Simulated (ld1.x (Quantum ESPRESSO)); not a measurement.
# What one change does to a pseudopotential (Co, PAW)

cobalt (Co), PAW, made with ld1.x (Quantum ESPRESSO) 7.5 (LDA (PZ), scalar-relativistic). Core [Ne], reference 3s2 3p6 3d7 4s2 4p0. Waves: 3s (bound): rcut 1.05, rcutus 1.20 bohr; 4s (bound): rcut 1.05, rcutus 1.20 bohr; 3p (bound): rcut 1.25, rcutus 1.75 bohr; 4p (bound, empty): rcut 1.25, rcutus 1.75 bohr; 3d (bound): rcut 0.75, rcutus 0.90 bohr; 3d channel at -0.1 Ry: rcut 0.75, rcutus 0.90 bohr. Local part: all-electron potential smoothed inside 0.80 bohr (lloc = -1). Core correction: a·sin(br)/r model core, default radius (ld1.x builds one for every PAW set, though the input has nlcc=.false.). Augmentation charge: PSQ, radius 0.85 bohr.

Change: augmentation BESSEL, radius 0.85 bohr.

Cutoffs: the cutoffs (Ry, on a coarse ladder) from which the occupation-weighted sum of valence levels, in a spherical-Bessel basis at the reference potential, stays within 10 and 1 mRy of its value at 400 Ry; they do not see the model core or the augmentation charge, which bear on the density cutoff. Errors are all-electron minus pseudo energies relative to the spin-unpolarised reference configuration.

Q: How do hardness, ghosts and transferability respond?

A: The potential gets neither clearly harder nor softer (140 Ry and 230 Ry → 140 Ry and 230 Ry); of the 9 tests that both files solve, the error grows in 4 and shrinks in 1 by more than 15 % and 0.3 meV (median size 2.0 → 2.6 meV); neither file shows a bound ghost.

```csv
quantity,base,changed
"cutoff, loose",140 Ry,140 Ry
"cutoff, tight",230 Ry,230 Ry
bound ghosts,none,none
"error for 3s2 3p6 3d7 4s1 4p0, meV [ΔE 9.30 eV]",-0.9,-0.8
"error for 3s2 3p6 3d7 4s0 4p0, meV [ΔE 26.38 eV]",-2.7,-2.6
"error for 3s2 3p6 3d6 4s0 4p0, meV [ΔE 62.57 eV]",-4.3,-5.4
"error for 3s2 3p6 3d6 4s2 4p0, meV [ΔE 15.46 eV]",-1.9,-2.7
"error for 3s2 3p6 3d7 4s0 4p1, meV [ΔE 14.75 eV]",-0.8,-0.7
"error for 3s2 3p6 3d5 4s0 4p0, meV [ΔE 118.22 eV]",-23,-30
"error for 3s2 3p6 3d8 4s0 4p0, meV [ΔE 6.71 eV]",-3.2,-3.3
"error for 3s2 3p6 3d7 4s2 4p0 (spin-polarised), meV [ΔE -1.98 eV]",+2.0,0.0
"error for 3s2 3p6 3d7 4s1 4p0 (spin-polarised), meV [ΔE 6.72 eV]",+0.5,-1.2
s: phases at 1.91 bohr within 0.05 rad from the reference energy up to (Ry; the scan ends near 5),to the end of the scan,to the end of the scan
p: phases at 1.91 bohr within 0.05 rad from the reference energy up to (Ry; the scan ends near 5),to the end of the scan,to the end of the scan
d: phases at 1.91 bohr within 0.05 rad from the reference energy up to (Ry; the scan ends near 5),to the end of the scan,to the end of the scan
lowest overlap eigenvalue by channel,"s 0.08, p 0.74, d 0.95","s 0.08, p 0.74, d 0.95"
```
